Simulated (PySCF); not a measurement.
## Vibration and rotation of BMo

ROHF-CCSD(T) constants of BMo, ⁶Π (sextet), unpaired electrons σ ↑↑, π ↑, δ ↑↑ (PySCF, spin-free X2C with a Gaussian nucleus, basis sets B x2c-TZVPPall, Mo x2c-TZVPPall; masses 11.0093 and 97.9054 u):

- ωe: 672.6 cm⁻¹
- ωexe: 5.34 cm⁻¹
- Be: 0.4368 cm⁻¹
- αe: 0.00380 cm⁻¹
- D (centrifugal): 7.37e-07 cm⁻¹
- De to B + Mo (4d5 5s1): 1.99 eV

(1) Give the vibrational terms G(v) and spacings up to v = 6.

(2) How well does the Morse estimate ωe²/(4ωexe) reproduce De, and what is D0?

Correlated steps freeze 15 core orbitals. These are scalar-relativistic numbers at best; spin–orbit coupling would shift them, the dissociation energy most. The CCSD T1 diagnostic is raised, a sign that a single reference may not be enough here. With d or f electrons several states lie close, and the lowest PBE0 determinant need not be the measured ground state.

Results:

(1) G(v) = ωe(v+½) − ωexe(v+½)².

```
v  G(v) (cm⁻¹)  G(v) − G(v−1)  Bv (cm⁻¹)
0          335                    0.4349
1          997            662     0.4311
2         1648            651     0.4273
3         2289            641     0.4235
4         2919            630     0.4197
5         3538            619     0.4159
6         4146            609     0.4121
```

(2) It gives 2.63 eV, 132 % of the computed De. D0 = De − G(0) = 1.99 − 0.04 = 1.95 eV.
